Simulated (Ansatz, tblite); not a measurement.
Forces on Ti6O22H20 at its PBE-D4/def2-SVP geometry. Total charge 0; singlet.

The xTB rows come from tblite. Single mean-field runs in def2-SVP are fitted with def2-universal-jkfit.

GFN2-xTB (tblite), largest force 1.61 eV/Å:

```xyz
48
positions Å, forces eV/Å
Ti    0.621    0.140   -2.562    0.360   -0.561    1.227
Ti   -1.313   -0.345    2.137    0.251    0.652   -0.392
Ti   -0.644   -2.451   -0.721    0.432    1.490   -0.436
Ti   -2.399    0.693   -0.836    0.436    0.385    0.337
Ti    2.220   -1.401    1.264   -0.602    0.800   -1.126
Ti    0.774    1.908    0.271   -0.789   -0.025    0.143
O    -4.085    0.443   -1.456    0.439   -0.365    0.102
O    -2.876    0.211    1.025   -0.132   -0.049    0.068
O    -2.297    2.447   -0.904    0.242   -0.569    0.219
O    -1.430    0.391   -2.642   -0.132    0.454   -0.102
O    -2.323   -1.149    3.413    0.399    0.650    0.126
O    -0.874   -4.117   -1.350   -0.282    0.343    0.672
O    -1.320   -2.206    1.089    0.311   -0.459   -0.124
O     0.335   -1.574   -1.947   -0.541    0.369    0.600
O    -2.261   -1.525   -1.206    0.326   -0.442   -0.552
O    -0.900    1.115    3.004    0.062   -0.429   -0.356
O    -0.468    0.522    0.188    0.808    0.240   -0.188
O     0.856    2.631    2.111    1.165   -0.445   -0.554
O    -0.278    3.491    0.138    0.905   -0.055    0.500
O     0.485    2.007   -1.842   -0.499   -0.309   -0.576
O     0.817    0.154   -4.350    0.408    0.218    0.505
O     2.565    2.338   -0.388   -0.785    0.850    0.020
O     0.564   -1.117    2.465    0.253    0.210    0.373
O     1.074   -2.823    0.411    0.431   -0.256   -0.244
O     3.325   -2.035    2.527    0.104    0.201   -0.658
O     2.178    0.559    1.286    0.619   -0.768    0.073
O     2.357    0.271   -1.938   -0.460    0.522   -0.418
O     3.212   -1.380   -0.197   -0.401    0.119    0.311
H    -4.371   -0.490   -1.517    0.117    0.575    0.036
H    -3.716   -0.249    1.198    0.011    0.049    0.010
H    -1.591    3.038   -0.428   -0.808   -0.621   -0.441
H    -1.752    0.989   -3.344   -0.033   -0.046   -0.121
H    -2.473   -0.624    4.222   -0.001   -0.302   -0.332
H    -1.465   -4.757   -0.910    0.243    0.242   -0.256
H    -0.732   -2.719    1.683   -0.435    0.137   -0.122
H    -2.163   -1.354   -2.174   -0.119   -0.308    0.544
H    -0.202    1.857    2.740   -0.921   -0.801    0.266
H     1.636    2.188    2.503   -0.372    0.360    0.040
H    -0.273    3.941    1.008   -0.290   -0.149   -0.523
H    -0.423    2.359   -1.964    0.327    0.096    0.091
H     1.689    0.292   -4.762   -0.363   -0.120    0.128
H     2.499    3.104   -0.991    0.185   -0.321    0.239
H     0.895   -0.598    3.226   -0.045   -0.153   -0.067
H     1.675   -3.234   -0.245   -0.106    0.059    0.099
H     4.270   -2.212    2.360   -0.435    0.056    0.111
H     2.986    0.957    0.891   -0.284   -0.199    0.160
H     2.625    1.130   -1.458   -0.217   -0.811   -0.320
H     2.972   -0.816   -1.027    0.218   -0.512    0.908
```

PBE-D4/def2-SVP (Ansatz), largest force 0.02 eV/Å:

```
Ti 0.005 -0.008 -0.017
Ti -0.002 -0.002 0.001
Ti -0.003 -0.001 -0.001
Ti 0.003 -0.003 0.000
Ti 0.001 0.006 0.004
Ti -0.001 0.010 0.007
O 0.000 0.002 0.003
O 0.002 -0.001 0.002
O -0.007 -0.006 0.000
O 0.001 -0.002 0.004
O 0.002 0.001 0.000
O -0.001 -0.001 -0.001
O -0.002 -0.001 0.004
O -0.001 -0.001 -0.005
O -0.001 0.003 0.000
O -0.001 0.001 -0.001
O -0.005 0.000 0.003
O -0.001 -0.003 -0.003
O -0.004 0.005 0.003
O -0.002 -0.003 0.001
O -0.013 -0.002 0.013
O 0.003 0.004 -0.001
O -0.002 0.000 0.001
O 0.003 -0.005 0.000
O 0.003 0.000 0.001
O -0.002 0.004 0.004
O 0.001 -0.003 -0.005
O 0.005 -0.004 -0.009
H 0.000 0.001 -0.002
H 0.002 0.002 -0.002
H 0.005 0.001 -0.001
H 0.002 -0.001 0.001
H 0.000 0.000 -0.001
H 0.001 0.000 -0.001
H 0.001 -0.002 0.000
H 0.001 -0.002 -0.002
H 0.003 0.003 -0.003
H 0.002 -0.003 0.004
H -0.002 0.004 0.001
H 0.001 0.006 0.001
H 0.013 0.003 -0.005
H 0.000 -0.002 0.000
H -0.001 0.001 0.000
H -0.002 -0.004 -0.001
H -0.003 -0.001 0.000
H 0.000 0.001 -0.003
H 0.001 0.000 0.004
H -0.002 0.003 0.002
```

BLYP-D4/def2-SVP (Ansatz), largest force 0.29 eV/Å:

```
Ti -0.022 0.018 -0.052
Ti -0.031 -0.093 -0.135
Ti -0.094 -0.093 0.020
Ti 0.045 -0.101 0.043
Ti 0.032 -0.010 0.165
Ti 0.040 0.079 0.006
O -0.211 0.017 -0.078
O -0.073 0.014 0.039
O 0.002 0.253 0.009
O -0.024 0.006 -0.053
O -0.119 -0.134 0.130
O 0.006 -0.185 -0.113
O -0.009 -0.041 0.083
O 0.095 -0.029 -0.046
O -0.079 0.025 -0.073
O 0.063 0.251 0.122
O -0.035 -0.087 0.003
O 0.079 0.058 0.074
O -0.042 0.151 0.029
O -0.092 0.066 -0.043
O -0.041 -0.007 -0.205
O 0.116 0.065 -0.002
O -0.018 0.009 0.087
O 0.009 -0.079 -0.030
O 0.093 -0.080 0.190
O 0.037 0.069 -0.011
O 0.138 0.063 0.035
O 0.146 0.009 -0.245
H -0.056 -0.057 -0.018
H -0.047 -0.011 0.011
H -0.085 0.014 -0.042
H -0.015 0.017 -0.038
H -0.032 0.021 0.081
H -0.054 -0.079 0.026
H -0.038 -0.028 0.015
H -0.051 -0.039 -0.001
H -0.068 -0.026 0.073
H 0.024 0.012 0.059
H -0.022 0.058 0.015
H 0.056 0.045 -0.036
H 0.083 0.011 -0.065
H 0.033 0.041 -0.035
H 0.007 0.006 0.052
H 0.002 -0.076 -0.038
H 0.115 -0.037 0.022
H 0.017 0.016 0.030
H 0.056 -0.068 -0.053
H 0.062 -0.038 -0.006
```
